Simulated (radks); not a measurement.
Excited configurations of Ag: one electron is placed in a higher orbital outside [Kr] 4d10. The ground configuration is [Kr] 4d10 5s1. Method: Dirac Kohn-Sham, PBEsol, spin-unpolarised, spherical densities, finite nucleus; open shells fill j = l - 1/2 first; Fermi nuclear charge, rms radius 4.5454 fm; computed with a radial shooting solver on a logarithmic mesh with Libxc functionals. Excitation = E - E(ground); binding = E(ion) - E, where the ion is the core of charge +1; n* = 1/sqrt(2 binding) in atomic units, and the quantum defect is n - n*.

outer orbital,excitation (eV),binding (eV),n*,quantum defect,eigenvalue (eV),<r> (bohr)
4f5/2,6.849,0.898,3.891,0.109,-0.430,17.61
5d3/2,6.206,1.542,2.971,2.029,-0.711,10.52
6s1/2,5.289,2.459,2.352,3.648,-1.442,8.655
6d3/2,6.791,0.956,3.772,2.228,-0.541,19.94
7s1/2,6.461,1.287,3.251,3.749,-0.797,16.81
7p1/2,6.732,1.016,3.659,3.341,-0.625,20.60
7d3/2,7.103,0.645,4.593,2.407,-0.397,31.85
7f5/2,7.412,0.335,6.369,0.631,-0.220,62.49

The Delta-SCF ionisation energy is 7.748 eV (NIST Atomic Spectra Database: 7.576 eV, measured). Self-interaction in the functional shifts the binding energies and quantum defects, so they are the method's values and not measured ones. Spin polarisation and multiplet splitting are left out, so open shells lie too high by an amount that depends on their filling.

Beside tabulated values, note that spin-unpolarised runs miss the spin-polarisation part of the exchange energy of open shells.
